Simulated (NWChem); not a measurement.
HfCl₄; SMILES [Hf]([Cl])([Cl])([Cl])[Cl]

def2 effective core potentials on Hf; no spin-orbit coupling.

Task: Give the equilibrium geometry at PBE0/def2-SVP with def2 effective core potentials on Hf (NWChem) as a Z-matrix, with the point group.

Result: point group Td; any orientation.
```
Hf
Cl 1 2.3278
Cl 1 2.3278 2 109.47
Cl 1 2.3278 2 109.47 3 120.00
Cl 1 2.3278 2 109.47 4 120.00
```
